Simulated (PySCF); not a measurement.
# Steps of a relaxation of [Dy(H2O)6]3+

[Dy(H2O)6]3+ (singlet in the valence; each metal's 4f electrons, 9 of them, lie in its core potential, out of spins and levels). PySCF 2.14.0, RKS PBE0, Dy lcecp-1-SVP with ECP55, O def2-SVP, H def2-SVP; non-relativistic Hamiltonian with scalar-relativistic core potentials where named; density fitting; no spin-orbit coupling. Origin of the start: displaced along the imaginary mode. Columns: position (Å) and force (eV/Å). Energies are counted from the last step; some of the 23 steps are shown. Forces carry noise of the integration grid, about 0.01 to 0.03 eV/Å.

Run from Python with OMP_NUM_THREADS=4. Where DIIS fails, smearing, a level shift and second-order steps follow.
It took 3 min on 4 threads of Intel(R) Xeon(R) 6975P-C (Granite Rapids) (shared host), from the converged density of the start.

```xyz
19
step 0  E = 0.314 eV
Dy    0.0000    0.0000    0.0000     0.00    0.00    0.00
O     0.0000    0.0000    2.3575     0.00    0.00    1.27
H     0.7260    0.3514    2.9627    -1.17   -0.60   -0.65
H    -0.7260   -0.3514    2.9627     1.17    0.60   -0.65
O     0.0000    0.0000   -2.3575     0.00    0.00   -1.27
H     0.7244   -0.3548   -2.9627    -1.16    0.60    0.65
H    -0.7244    0.3548   -2.9627     1.16   -0.60    0.65
O     2.3515   -0.0055    0.0000     0.50    0.00    0.00
H     2.9512   -0.6547    0.4419    -0.25    0.39   -0.29
H     2.9543    0.6409   -0.4419    -0.25   -0.39    0.29
O     0.0055    2.3570    0.0000     0.00    1.26    0.00
H     0.3848    2.9609    0.7127    -0.64   -0.65   -1.15
H    -0.3710    2.9626   -0.7128     0.64   -0.65    1.15
O    -2.3515    0.0055    0.0000    -0.50    0.00    0.00
H    -2.9512    0.6547    0.4419     0.25   -0.39   -0.29
H    -2.9543   -0.6409   -0.4419     0.25    0.39    0.29
O    -0.0055   -2.3570    0.0000     0.00   -1.26    0.00
H    -0.3848   -2.9609    0.7128     0.64    0.65   -1.15
H     0.3710   -2.9626   -0.7127    -0.64    0.65    1.15
```

```xyz
19
step 7  E = 0.018 eV
Dy    0.0000    0.0000    0.0000     0.00    0.00    0.00
O     0.0000    0.0000    2.3492     0.00    0.00    0.07
H     0.7649    0.1136    2.9495    -0.10   -0.03   -0.03
H    -0.7649   -0.1136    2.9495     0.10    0.03   -0.03
O     0.0000    0.0000   -2.3492     0.00    0.00   -0.07
H     0.7644   -0.1172   -2.9495    -0.10    0.03    0.03
H    -0.7644    0.1172   -2.9495     0.10   -0.03    0.03
O     2.3508   -0.0055    0.0000    -0.14    0.00    0.00
H     2.9490   -0.7413    0.2243     0.07   -0.11    0.01
H     2.9525    0.7275   -0.2243     0.07    0.11   -0.01
O     0.0055    2.3481    0.0000     0.00    0.06    0.00
H     0.1436    2.9478    0.7607    -0.03   -0.02   -0.08
H    -0.1298    2.9484   -0.7608     0.03   -0.02    0.08
O    -2.3508    0.0055    0.0000     0.14    0.00    0.00
H    -2.9490    0.7413    0.2243    -0.07    0.11    0.01
H    -2.9525   -0.7275   -0.2243    -0.07   -0.11   -0.01
O    -0.0055   -2.3481    0.0000     0.00   -0.06    0.00
H    -0.1436   -2.9478    0.7608     0.03    0.02   -0.08
H     0.1298   -2.9484   -0.7607    -0.03    0.02    0.08
```

```xyz
19
step 15  E = 0.001 eV
Dy    0.0000    0.0000    0.0000     0.00    0.00    0.00
O     0.0000    0.0000    2.3511     0.00    0.00   -0.02
H     0.7699   -0.0135    2.9523     0.01    0.01    0.00
H    -0.7699    0.0135    2.9523    -0.01   -0.01    0.00
O     0.0000    0.0000   -2.3511     0.00    0.00    0.02
H     0.7699    0.0099   -2.9523     0.01   -0.01    0.00
H    -0.7699   -0.0099   -2.9523    -0.01    0.01    0.00
O     2.3505   -0.0055    0.0000     0.03    0.00    0.00
H     2.9501   -0.7766    0.0457    -0.02    0.03   -0.01
H     2.9537    0.7628   -0.0457    -0.02   -0.03    0.01
O     0.0055    2.3514    0.0000     0.00   -0.03    0.00
H     0.0090    2.9525    0.7698     0.01    0.01    0.01
H     0.0048    2.9525   -0.7698    -0.01    0.01   -0.01
O    -2.3505    0.0055    0.0000    -0.03    0.00    0.00
H    -2.9501    0.7766    0.0457     0.02   -0.03   -0.01
H    -2.9537   -0.7628   -0.0457     0.02    0.03    0.01
O    -0.0055   -2.3514    0.0000     0.00    0.03    0.00
H    -0.0090   -2.9525    0.7698    -0.01   -0.01    0.01
H    -0.0048   -2.9525   -0.7698     0.01   -0.01   -0.01
```

Problem. Where does the relaxation end?

Solution. It converges at step 22 in Th:
```xyz
19
step 22  E = 0
Dy    0.0000    0.0000    0.0000
O     0.0000    0.0000    2.3500
H     0.7702   -0.0042    2.9512
H    -0.7702    0.0042    2.9512
O     0.0000    0.0000   -2.3500
H     0.7702    0.0006   -2.9512
H    -0.7702   -0.0006   -2.9512
O     2.3505   -0.0055    0.0000
H     2.9499   -0.7771    0.0006
H     2.9535    0.7633   -0.0006
O     0.0055    2.3500    0.0000
H     0.0103    2.9512    0.7702
H     0.0036    2.9512   -0.7702
O    -2.3505    0.0055    0.0000
H    -2.9499    0.7771    0.0006
H    -2.9535   -0.7633   -0.0006
O    -0.0055   -2.3500    0.0000
H    -0.0103   -2.9512    0.7702
H    -0.0036   -2.9512   -0.7702
```

Problem. How did the contacts change?

Solution. 
```csv
contact,start (Å),end (Å)
Dy1–O2 (H2O),2.358,2.350
Dy1–O5 (H2O),2.358,2.350
Dy1–O8 (H2O),2.351,2.350
Dy1–O11 (H2O),2.357,2.350
Dy1–O14 (H2O),2.351,2.350
Dy1–O17 (H2O),2.357,2.350
```


An lcecp potential fixes the number of 4f electrons, so in runs with it no electron can move into or out of that shell.
